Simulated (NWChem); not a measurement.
Everything below was run with NWChem. System: C$_{4}$H$_{3}$N$_{2}$, charge 0, spin multiplicity 2, displaced from the optimised geometry. The structure started from a generated list of species. Its SCF solution wasn't tested for a lower state. Level: UPBE0/def2-SVP.

NWChem printed:

```
             Northwest Computational Chemistry Package (NWChem) 7.3.0
             --------------------------------------------------------

                                NWChem Input Module
                                -------------------

 Scaling coordinates for geometry "geometry" by  1.889725989
 (inverse scale =  0.529177249)

 Turning off AUTOSYM since
 SYMMETRY directive was detected!

                             Geometry "geometry" -> ""
                             -------------------------

 Output coordinates in angstroms (scale by  1.889725989 to convert to a.u.)

  No.       Tag          Charge          X              Y              Z
 ---- ---------------- ---------- -------------- -------------- --------------
    1 C                    6.0000    -0.96516500    -1.02911300     0.00000000
    2 N                    7.0000     0.30093400    -1.40124600     0.00000000
    3 C                    6.0000     1.28947400    -0.44458500     0.00000000
    4 C                    6.0000     0.90540000     0.93667400     0.00000000
    5 N                    7.0000    -0.40772600     1.32363300     0.00000000
    6 C                    6.0000    -1.37209500     0.35207700     0.00000000
    7 H                    1.0000     2.36625800    -0.77188200     0.00000000
    8 H                    1.0000     1.68486800     1.74981000     0.00000000
    9 H                    1.0000    -2.44925600     0.67503600     0.00000000

 Effective nuclear repulsion energy (a.u.)     194.8157702042

            Nuclear Dipole moment (a.u.)
            ----------------------------
        X                 Y               Z
 ---------------- ---------------- ----------------
     0.0000188973    -0.0000170075     0.0000000000

      Symmetry information
      --------------------

 Group name             Cs
 Group number              2
 Group order               2
 No. of unique centers     9

      Symmetry unique atoms

     1    2    3    4    5    6    7    8    9


 Summary of "ao basis" -> "" (spherical)
 ------------------------------------------------------------------------------
       Tag                 Description            Shells   Functions and Types
 ---------------- ------------------------------  ------  ---------------------
 *                          def2-svp                  on all atoms

                                 NWChem DFT Module
                                 -----------------

 Summary of "ao basis" -> "ao basis" (spherical)
[...]
     2   1 0 1      0.000000      0.000000     -0.000000      0.000000
     2   0 2 0    -29.896271    -96.828380    -89.016440    155.948549
     2   0 1 1     -0.000000     -0.000000     -0.000000      0.000000
     2   0 0 2    -26.242958    -13.432986    -12.809972      0.000000

            General Information
            -------------------
          SCF calculation type: DFT
          Wavefunction type:  spin polarized.
          No. of atoms     :     9
          No. of electrons :    41
           Alpha electrons :    21
            Beta electrons :    20
          Charge           :     0
          Spin multiplicity:     2
          Use of symmetry is: on ; symmetry adaption is: on
          Maximum number of iterations: 100
          AO basis - number of functions:    99
                     number of shells:    45
          Convergence on energy requested:  1.00D-06
          Convergence on density requested:  1.00D-05
          Convergence on gradient requested:  5.00D-04

              XC Information
              --------------
                         PBE0 Method XC Functional
                     Hartree-Fock (Exact) Exchange  0.250
          PerdewBurkeErnzerhof Exchange Functional  0.750
            Perdew 1991 LDA Correlation Functional  1.000 local
           PerdewBurkeErnz. Correlation Functional  1.000 non-local

             Grid Information
             ----------------
          Grid used for XC integration:  medium
          Radial quadrature: Mura-Knowles
          Angular quadrature: Lebedev.
          Tag              B.-S. Rad. Rad. Pts. Rad. Cut. Ang. Pts.
          ---              ---------- --------- --------- ---------
          C                   0.70       49          11.0       434
          N                   0.65       49          10.0       434
          H                   0.35       45          12.0       434
          Grid pruning is: on
          Number of quadrature shells:   429
          Spatial weights used:  Erf1

          Convergence Information
          -----------------------
          Convergence aids based upon iterative change in
          total energy or number of iterations.
          Levelshifting, if invoked, occurs when the
          HOMO/LUMO gap drops below (HL_TOL):  1.00D-02
          DIIS, if invoked, will attempt to extrapolate
          using up to (NFOCK): 10 stored Fock matrices.

                    Damping( 0%)  Levelshifting(0.5)       DIIS
                  --------------- ------------------- ---------------
          dE  on:    start            ASAP                start
          dE off:    2 iters        100 iters           100 iters

      Screening Tolerance Information
      -------------------------------
          Density screening/tol_rho:  1.00D-10
          AO Gaussian exp screening on grid/accAOfunc:  14
          CD Gaussian exp screening on grid/accCDfunc:  20
          XC Gaussian exp screening on grid/accXCfunc:  20
          Schwarz screening/accCoul:  1.00D-08

                            NWChem DFT Gradient Module
                            --------------------------

  charge          =   0.00
  wavefunction    = open shell

  Using symmetry

                         DFT ENERGY GRADIENTS

    atom               coordinates                        gradient
                 x          y          z           x          y          z
   1 C      -1.823897  -1.944742   0.000000   -0.038573  -0.025124   0.000000
   2 N       0.568683  -2.647971   0.000000    0.014081  -0.032410   0.000000
   3 C       2.436753  -0.840144   0.000000    0.022848  -0.004783   0.000000
   4 C       1.710958   1.770057   0.000000    0.013857   0.011987   0.000000
   5 N      -0.770490   2.501304   0.000000   -0.006620   0.036360   0.000000
   6 C      -2.592884   0.665329   0.000000   -0.020541  -0.000585   0.000000
   7 H       4.471579  -1.458645   0.000000    0.019939  -0.004876   0.000000
   8 H       3.183939   3.306661   0.000000    0.014816   0.014025   0.000000
   9 H      -4.628423   1.275633   0.000000   -0.019807   0.005406   0.000000

                 ----------------------------------------
                 |  Time  |  1-e(secs)   |  2-e(secs)   |
                 ----------------------------------------
                 |  CPU   |       0.01   |       1.50   |
                 ----------------------------------------
                 |  WALL  |       0.01   |       1.50   |
                 ----------------------------------------

 Task  times  cpu:        5.9s     wall:        5.9s

 Total times  cpu:        5.9s     wall:        5.9s
```

**Question.** Write an NWChem input that would produce this output.

**Answer.** Several could match; the one computed here: 
```
start mol
memory heap 200 mb stack 900 mb global 1100 mb
geometry units angstroms nocenter noautoz
  C     -0.965165    -1.029113     0.000000
  N      0.300934    -1.401246     0.000000
  C      1.289474    -0.444585     0.000000
  C      0.905400     0.936674     0.000000
  N     -0.407726     1.323633     0.000000
  C     -1.372095     0.352077     0.000000
  H      2.366258    -0.771882     0.000000
  H      1.684868     1.749810     0.000000
  H     -2.449256     0.675036     0.000000
  symmetry group Cs
end
basis spherical
  * library def2-svp
end
dft
  xc pbe0
  odft
  mult 2
  semidirect memsize 60000000 filesize 0
  iterations 100
  grid medium
end
task dft gradient
```
